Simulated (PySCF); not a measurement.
**Radial density of Cu (copper, neutral)**

UHF, [Ar] 3d10 4s1, 2S determinant. Calculation: PySCF 2.14, in jorge-DZP-DKH (8s6p2d1f, 43 functions); scalar relativity by spin-free X2C-1e.

```
r (bohr)  4πr²ρ (e/bohr)  4πr²(ρα − ρβ)
0.000809          0.2070         0.0000
 0.00136          0.5377         0.0001
 0.00229           1.308         0.0003
 0.00385           3.115         0.0007
 0.00648           7.075         0.0016
  0.0109           14.66         0.0032
  0.0183           25.85         0.0052
  0.0308           34.82         0.0053
  0.0518           32.22         0.0009
  0.0872           28.27         0.0004
   0.147           39.29         0.0102
   0.247           29.40        -0.0212
   0.415           18.11        -0.0429
   0.698           21.76        -0.0513
    1.17           8.064         0.0514
    1.98           1.549         0.3074
    3.32          0.3581         0.2835
    5.59         0.06375         0.0638
    9.40        0.001040         0.0010
```

Densities and radii are taken from the X2C orbitals without a picture-change correction, which distorts them close to the nucleus.

Problem. Where is the radial spin density 4πr²(ρα − ρβ) most negative, and why is it negative at all?

Solution. Around r = 0.698 bohr, down to -0.0513 e/bohr: exchange with the open shell polarises the paired shells in an unrestricted calculation.
